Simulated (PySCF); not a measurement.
# Correlation energy of P (phosphorus, neutral)

[Ne] 3s2 3p3, high-spin 4S determinant. All numbers are calculated (PySCF 2.14, no relativity, point nucleus, in def2-TZVPPD (6s5p4d1f, 48 functions)). Frozen: 1s2; 13 electrons correlated.

```json
{"level": "CCSD", "correlation energy (mhartree)": "-255.12"}
{"level": "(T)", "correlation energy (mhartree)": "-5.43"}
{"level": "CCSD(T)", "correlation energy (mhartree)": "-260.55"}
```

Diagnostics: T1 = 0.0041, D1 = 0.0142, largest double amplitude 0.048.

Task: Is a single reference adequate?

Result: Yes: T1 lies below 0.03 and no double amplitude reaches 0.07.

This basis was not built for core-valence correlation, so the inner-shell part is incomplete.
